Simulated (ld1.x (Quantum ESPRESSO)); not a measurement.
Transferability test, TM potential for P (Z = 15)

```
Element                 : phosphorus
Generator               : ld1.x (Quantum ESPRESSO) 7.5
Type                    : norm-conserving Troullier–Martins (Kleinman–Bylander form)
Functional              : PBEsol
Relativity              : non-relativistic
Frozen core             : [Ne]
Valence charge          : 5
Reference configuration : 3s2 3p3
Partial waves           : 3s (bound): rc 1.35 bohr; 3p (bound): rc 1.25 bohr
Local potential         : all-electron potential smoothed inside 1.05 bohr (lloc = -1)
Core correction         : Bessel-smoothed model core inside 0.80 bohr
```

Energies are relative to the spin-unpolarised reference configuration 3s2 3p3; without spin polarisation the order of configurations can differ from experiment. Not all tests gave a result: 2 of 7 tests not solved or not reliable. Left out of the table: 3s2 3p1 (solver errors, printed error -14.6 eV); 3s2 3p0 (solver errors, printed error +7.5 eV).

```
valence configuration  charge  ΔE all-electron (eV)  error AE − PS (meV)
              3s2 3p2      +1                 9.710                  +25
              3s1 3p4       0                 8.422                 +6.9
              3s1 3p3      +1                18.710                  +52
```

What are ΔE and the potential's error for 3s0 3p5?

ΔE = 16.974 eV all-electron; the error (AE − PS) is +8.7 meV.

What are ΔE and the potential's error for 3s2 3p3.3?

ΔE = -1.302 eV all-electron; the error (AE − PS) is +0.7 meV.

Levels in the configuration 3s1 3p4:

| level | all-electron (eV) | pseudo (eV) |
| --- | --- | --- |
| 3s | -14.538 | -14.512 |
| 3p | -6.048 | -6.034 |

Note: ghost state, extra bound levels that the all-electron valence spectrum of the same l lacks: s at -11.7 eV. A true bound ghost makes a file unfit for plane-wave use.
